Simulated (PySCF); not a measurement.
Mg2O, SMILES [Mg][O][Mg] (connectivity only; charge and spin as stated), neutral, multiplicity 1.

Geometry optimised at PBE0-D3(BJ)/def2-TZVP.

Two levels are set side by side: TDA-PBE/def2-TZVPD (PySCF) and TDA-PBE0/def2-TZVPD (PySCF). Vertical, same geometry. The lowest singlet is HOMO−2→LUMO 100 % with PBE and HOMO−1→LUMO 99 % with the other functional; states are paired by order. Differences are taken from unrounded values.

```tsv
quantity	TDA-PBE0	TDA-PBE	TDA-PBE minus TDA-PBE0
lowest singlet excitation (eV)	2.66	2.36	-0.30
lowest triplet excitation (TDA) (eV)	2.40	2.14	-0.26
first bright state (f over 0.05) (eV)	3.03	3.23	0.20
its oscillator strength	2.41	2.15	-0.26
```

A lower first singlet is the usual sign of a functional without exact exchange. Differences between two approximate levels are no errors against the true value.

Rough cost on one machine, each run with all the roots and properties that it gave: TDA-PBE0 against TDA-PBE within a factor of 2.
